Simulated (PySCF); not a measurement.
Compound: CH₅Ge₂NSe.
SMILES with atom numbers: `[N:1]#[C:2][GeH2:3][Se:4][GeH3:5]` (hydrogens: H6, H7 on Ge3; H8, H9, H10 on Ge5)

Geometry (PBE0-D3(BJ)/def2-SVP, Å), atoms numbered from 1 in this order:
```
atom  x, y, z in Å
N1     1.0072    2.4164   -0.8759
C2     1.2304    1.2880   -0.7273
Ge3    1.5148   -0.5957   -0.4162
Se4   -0.4911   -1.7202   -0.8211
Ge5   -1.8473   -0.3027    0.5119
H6     2.5611   -1.0865   -1.4195
H7     1.9738   -0.7094    1.0425
H8    -2.0191    1.0516   -0.1875
H9    -1.1840   -0.1295    1.8884
H10   -3.1816   -1.0516    0.6322
```

Level of theory: PySCF, PBE0-D3(BJ)/def2-SVP geometry optimisation, gas phase.

Masses are those of the commonest isotopes; rigid-rotor values at the optimised geometry. The values belong to one conformer with, in the numbering `[N:1]#[C:2][GeH2:3][Se:4][GeH3:5]`, C2–Ge3–Se4–Ge5 -50°.

(1) What are A, B and C (GHz)?

(2) Classify the top.

(3) What does the inertial defect say?

(4) Give the other two planar moments, Paa and Pbb, and the rms extents of the mass along the axes.

(5) Which types of transition are allowed, and where do some lines up to J = 4 fall?

(6) Estimate the classical rotational partition function at 100 K, 200 K and 500 K.

## Answers

(1) Ia = 319.24, Ib = 584.58, Ic = 820.23 u·Å²; 505379 MHz·u·Å²/I gives 1583, 864.5 and 616.1 MHz, that is A = 1.5830, B = 0.8645, C = 0.6161 GHz.

(2) An asymmetric top. Ray's parameter κ = (2B − A − C)/(A − C) = -0.486; −1 is the prolate and +1 the oblate limit.

(3) Not planar: Δ = Ic − Ia − Ib = -83.60 u·Å². For a rigid frame Δ = −2 Σ m c², so Σ m c² = 41.80 u·Å² lies off the ab plane: 6.97 from hydrogen and 34.83 from heavier atoms. The atom farthest from that plane is 1.89 Å away.

(4) Paa = Σ m a² = (Ib + Ic − Ia)/2 = 542.78 and Pbb = Σ m b² = (Ia + Ic − Ib)/2 = 277.44 u·Å². With the mass M = 258.80 u, the rms extents √(P/M) along a, b and c are 1.45, 1.04, 0.40 Å.

(5) The dipole components are |μa| = 0.86 D, |μb| = 1.95 D, |μc| = 1.74 D. Intensities carry the squares of the components, which stand as 0.20 : 1.00 : 0.79 (a : b : c). Some lines, for components of 0.1 D or more:

```csv
type,branch,"J(Ka,Kc)",MHz,lower level (cm⁻¹)
b,R,"1(1,1) ← 0(0,0)",2199,0.000
b,Q,"2(2,0) ← 2(1,1)",2210,0.189
b,Q,"4(1,3) ← 4(0,4)",2602,0.471
b,R,"3(1,2) ← 2(2,1)",2621,0.261
b,Q,"2(2,1) ← 2(1,2)",2901,0.164
a,R,"2(0,2) ← 1(0,1)",2907,0.049
b,R,"2(1,2) ← 1(0,1)",3431,0.049
b,R,"3(0,3) ← 2(1,2)",3717,0.164
c,R,"2(1,1) ← 1(0,1)",4177,0.049
a,R,"3(0,3) ← 2(0,2)",4241,0.146
b,R,"4(1,3) ← 3(2,2)",4465,0.409
a,R,"3(1,2) ← 2(1,1)",4776,0.189
c,R,"2(2,0) ← 1(1,0)",5419,0.082
c,R,"2(2,1) ← 1(1,1)",5614,0.073
a,R,"4(2,2) ← 3(2,1)",6313,0.417
b,R,"3(3,1) ← 2(2,0)",8632,0.262
c,R,"4(2,3) ← 3(1,3)",9184,0.299
c,R,"4(3,2) ← 3(2,2)",10256,0.409
c,R,"4(4,0) ← 3(3,0)",11827,0.551
```

(6) Point group C1, symmetry number σ = 1; q = (√π/σ)·√((kT/h)³/(ABC)), k/h = 20836.6 MHz/K: 184000 at 100 K, 519000 at 200 K, 2050000 at 500 K.

No PBE0-D3(BJ)/def2-SVP frequencies stand behind this structure, so it isn't proved a minimum. These are rigid-rotor constants of the computed structure; measured ground-state constants (B0) also hold zero-point vibration. A rigid rotor knows nothing of internal rotation, which can split or shift real lines. Quadrupole hyperfine structure (14N) is left out.
